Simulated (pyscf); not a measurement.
# `[BH2][AsH2]`, singlet

Gas-phase minimum from PySCF at ωB97X-D3(BJ)/def2-SVP, one conformer. 

SMILES: B[AsH2]
```xyz
6

B      1.1086     0.0051    -0.1048
As    -0.5554     0.6422    -0.9879
H      1.9527     0.8020     0.2237
H      1.3298    -1.1785    -0.0291
H     -1.5471    -0.3238    -0.3811
H     -0.8709     1.8269    -0.1038
```

Bonded distances (Å): B1–As2 1.989, B1–H3 1.206, B1–H4 1.206, As2–H5 1.512, As2–H6 1.512. Angles (°): As2–B1–H3 119.7, As2–B1–H4 119.7, H3–B1–H4 120.2, B1–As2–H5 99.6, B1–As2–H6 99.6, H5–As2–H6 97.4.

Properties at ωB97X-D3(BJ)/def2-SVP:

```yaml
harmonic_wavenumbers_unscaled: 373, 444, 523, 651, 833, 928, 1032, 1180, 2296, 2308, 2600, 2711 cm⁻¹
zero_point_energy: 22.7 kcal/mol
rotational_symmetry_number: 1
Entropy of this conformer at 298 K and 1 atm, rigid rotor and harmonic oscillator, modes under 100 cm⁻¹ raised to 100: 267.8 J/(mol K)
dipole_moment: 0.56 D
```

Single-point totals, which compare only within one level (frozen core for MP2 and CC):

```tsv
level	total energy (hartree)
ωB97X-D3(BJ)/def2-TZVP	-2263.07180
PBE/def2-TZVP	-2262.70957
r²SCAN/def2-TZVP	-2263.06966
B3LYP-D3(BJ)/def2-TZVP	-2263.16070
PBE0-D3(BJ)/def2-TZVP	-2262.78936
M06-2X/def2-TZVP	-2263.09069
ωB97M-D3(BJ)/def2-TZVP	-2263.12237
HF/def2-TZVPP	-2261.19091
MP2/def2-TZVPP	-2261.57211
CCSD/def2-TZVPP	-2261.60008
CCSD(T)/def2-TZVPP	-2261.61442
```

The CCSD(T) − MP2 part came from Ansatz, without density fitting, on the same reference. The frozen core leaves the outer d or s,p core shells of the metals and heavy elements correlated in the MP2 and CC values, and def2-TZVPP describes them poorly, so these totals are far from the basis limit. Elements up to Kr have no core potential and no relativistic terms here.
